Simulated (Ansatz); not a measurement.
C$_{2}$H$_{8}$BSb, SMILES `[BH2][Sb]([CH3])[CH3]` at its PBE0-D4/def2-TZVP geometry, where that method's forces vanish. The species carries charge 0 and has multiplicity 1. Sb: def2 effective core potential.

```
atom   x (Å)   y (Å)   z (Å)
  B1  -1.916  -0.210  -0.798
 Sb2  -0.338   1.004   0.117
  C3   0.168  -0.244   1.806
  C4   1.325   0.495  -1.163
  H5  -2.034  -0.248  -1.988
  H6  -2.761  -0.712  -0.116
  H7   0.499  -1.226   1.473
  H8   0.961   0.237   2.379
  H9  -0.714  -0.350   2.437
 H10   1.513  -0.578  -1.142
 H11   2.211   1.030  -0.825
 H12   1.087   0.803  -2.181
```

(1) For each bond, give half the difference of the two atoms' forces along it (eV/Å; positive pushes the atoms apart) under PBE-D4, r2SCAN-D4, B3LYP-D4, ωB97M-V in def2-TZVPP. (Estimate.)

Answers

(1) Computed: 
```tsv
bond	length (Å)	PBE-D4	r2SCAN-D4	B3LYP-D4	ωB97M-V
B1–Sb2	2.191	-0.07	-0.01	0.18	0.09
B1–H5	1.196	0.08	-0.03	-0.14	-0.12
B1–H6	1.196	0.08	-0.03	-0.14	-0.12
Sb2–C3	2.160	0.16	0.12	0.26	-0.04
Sb2–C4	2.160	0.16	0.12	0.26	-0.04
C3–H7	1.089	0.09	-0.03	-0.08	-0.04
C3–H8	1.089	0.07	-0.04	-0.08	-0.03
C3–H9	1.090	0.08	-0.03	-0.08	-0.02
C4–H10	1.089	0.09	-0.03	-0.08	-0.04
C4–H11	1.089	0.07	-0.04	-0.08	-0.03
C4–H12	1.090	0.08	-0.03	-0.08	-0.02
```

B3LYP here is the variant with VWN-RPA as its local correlation; programs differ in this.
